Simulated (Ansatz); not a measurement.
Eight cases of atomisation energy with Al to Br (electronic energies, kJ/mol), geometries: B3LYP-D3(BJ)/def2-TZVP. Functionals by Ansatz (a quantum-chemistry and plane-wave program) in def2-TZVPD; columns hold the difference against the high level (Ansatz, AFQMC by cisd_afqmc): A = CCSD(T)/CBS(cc-pV(T+d)Z,cc-pV(Q+d)Z) + [CCSDT(Q) - CCSD(T)]/cc-pV(D+d)Z + core + X2C; B = CCSD(T)/CBS(cc-pVQZ,cc-pV5Z) + [CCSDT(Q) - CCSD(T)]/cc-pVTZ; C = CCSD(T)/CBS(cc-pVQZ,cc-pV5Z) + [CCSDT(Q) - CCSD(T)]/cc-pVTZ + [CCSDTQ - CCSDT(Q)]/cc-pVDZ; D = CCSD(T)/CBS(cc-pVTZ,cc-pVQZ) + [CCSDT(Q) - CCSD(T)]/cc-pVDZ; E = CCSD(T)/CBS(cc-pVTZ,cc-pVQZ) + [CCSDT(Q) - CCSD(T)]/cc-pVTZ + [CCSDTQ - CCSDT(Q)]/cc-pVDZ. The cases were drawn at random from those of this class that have a high level and all functionals, leaving out states under which another spin lies or may lie. Left out are anions, K, Ca, elements past Kr, ionisation of Li, Na and Mg, pi-pi* triplets of linear molecules and other triplets made from a closed-shell parent. Runs that doubt their state, and full CI more than 15 mEh from coupled cluster, are set aside; a case stays where another high level and all functionals remain. AFQMC serves as high level only in triple zeta or larger, with a steady walk, a bar under 0.8 kcal/mol and agreement with other high levels or trials where they ran; where none ran, an unstable determinant or (outside 3d species) a high T1 diagnostic also bars it, so strongly correlated cases are thinned. No case was kept or dropped by the size of a functional's miss. Each difference is the functional minus the high level; affinities count positive where energy is released, gaps as the second state minus the first. UHF or UKS for unpaired electrons; spin-orbit terms are left out. Cores are frozen in correlated methods (noble-gas shells, and filled d and f shells in the p block). Rows without X2C or -DK are non-relativistic. CBS(X,Y): correlation extrapolated as X^-3, Hartree-Fock from the larger set (Q,5: extrapolated as (X+1)exp(-9√X)). A bracket is a step between two methods taken in the basis named. Functionals run without relativity, which enters their misses. 'core' is core correlation in cc-pwCVTZ (1s frozen past Ne), 'X2C' scalar relativity in cc-pVTZ-DK, both at CCSD(T). For partners of very few electrons the exact lower level stands in for a higher one. Spin-orbit terms, left out, reach several kcal/mol for Br and I, and more for heavier atoms. The restricted determinant of C3H2Cl2 (ClC=C=CCl, singlet) is unstable towards broken spin symmetry in at least one set run.

```tsv
case	level	value	PBE	B3LYP	PBE0
AlSiH4F (SMILES [F][AlH][SiH3])	A	2089.2	-47.6	-36.0	-61.2
H4SiPO (SMILES O[SiH2][PH], doublet)	A	2133.9	-12.3	-24.1	-44.5
GeNH2F (SMILES [NH2][Ge][F])	B	1691.3	40.2	-9.3	-31.0
H2BSeO (SMILES OB[Se], doublet)	D	1740.9	49.5	-3.0	5.3
BAsH3 (SMILES [BH][AsH2], doublet)	E	1186.1	36.7	28.9	19.5
GeH2Br (SMILES [GeH2][Br], doublet)	C	868.4	-4.1	-17.6	-10.5
H2GeOF (SMILES [F][GeH2][O], doublet)	D	1436.9	2.6	-36.0	-47.0
C3H2Cl2 (1,3-dichloropropa-1,2-diene, SMILES ClC=C=CCl)	A	2752.1	129.8	-32.1	40.0
```

Over these rows, PBE: mean +24.4, mean absolute 40.4, median absolute 38.5, largest +129.8; B3LYP: mean -16.1, mean absolute 23.4, median absolute 26.5, largest -36.0; PBE0: mean -16.2, mean absolute 32.4, median absolute 35.5, largest -61.2 kJ/mol. PBE lies above in 5 and below in 3 of the eight.
